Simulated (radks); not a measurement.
Species: the praseodymium ion Pr2+. Configuration: [Xe] 4f3 (the NIST ground configuration).

Calculated with a radial shooting solver on a logarithmic mesh with Libxc functionals: scalar-relativistic Kohn-Sham, exchange-only r2SCAN, spin-unpolarised, spherical densities, finite nucleus; meta-GGA in the generalised Kohn-Sham scheme; Fermi nuclear charge, rms radius 4.8919 fm.

Energy parts (hartree):
total: -9234.1070
kinetic: 9810.0751
electron-nucleus: -22381.2314
Hartree: 3549.8000
exchange: -212.7506

Orbitals (lengths in bohr, moments of r in powers of bohr; <r^-3> diverges for s and p1/2):
[
 {"orbital": "1s", "occ.": "2", "eigenvalue (hartree)": "-1539.565", "<1/r>": "64.68", "<r^-3>": "-", "<r>": "0.02410"},
 {"orbital": "2s", "occ.": "2", "eigenvalue (hartree)": "-248.7862", "<1/r>": "14.94", "<r^-3>": "-", "<r>": "0.1030"},
 {"orbital": "2p", "occ.": "6", "eigenvalue (hartree)": "-222.5266", "<1/r>": "14.11", "<r^-3>": "8484", "<r>": "0.09056"},
 {"orbital": "3s", "occ.": "2", "eigenvalue (hartree)": "-54.29178", "<1/r>": "5.449", "<r^-3>": "-", "<r>": "0.2718"},
 {"orbital": "3p", "occ.": "6", "eigenvalue (hartree)": "-45.92179", "<1/r>": "5.147", "<r^-3>": "1721", "<r>": "0.2701"},
 {"orbital": "3d", "occ.": "10", "eigenvalue (hartree)": "-34.17865", "<1/r>": "4.874", "<r^-3>": "234.3", "<r>": "0.2475"},
 {"orbital": "4s", "occ.": "2", "eigenvalue (hartree)": "-11.26853", "<1/r>": "2.260", "<r^-3>": "-", "<r>": "0.6230"},
 {"orbital": "4p", "occ.": "6", "eigenvalue (hartree)": "-8.51365", "<1/r>": "2.084", "<r^-3>": "366.8", "<r>": "0.6595"},
 {"orbital": "4d", "occ.": "10", "eigenvalue (hartree)": "-4.55657", "<1/r>": "1.818", "<r^-3>": "41.26", "<r>": "0.7277"},
 {"orbital": "5s", "occ.": "2", "eigenvalue (hartree)": "-1.90527", "<1/r>": "0.8644", "<r^-3>": "-", "<r>": "1.521"},
 {"orbital": "5p", "occ.": "6", "eigenvalue (hartree)": "-1.24198", "<1/r>": "0.7391", "<r^-3>": "49.11", "<r>": "1.755"},
 {"orbital": "4f", "occ.": "3", "eigenvalue (hartree)": "-0.43196", "<1/r>": "1.193", "<r^-3>": "4.308", "<r>": "1.154"}
]

The highest occupied level is 4f at -11.754 eV. For comparison, the ionisation energy in NIST's Atomic Spectra Database is 21.624 eV (measured). In exact Kohn-Sham theory the highest level is minus the ionisation energy, but local and semilocal functionals leave it too shallow, through self-interaction and a potential that decays too fast; potentials with the right tail come closer. The density falls to 0.001 e/bohr^3 at r = 3.65 bohr.

Beside tabulated values, note that spin-unpolarised runs miss the spin-polarisation part of the exchange energy of open shells.
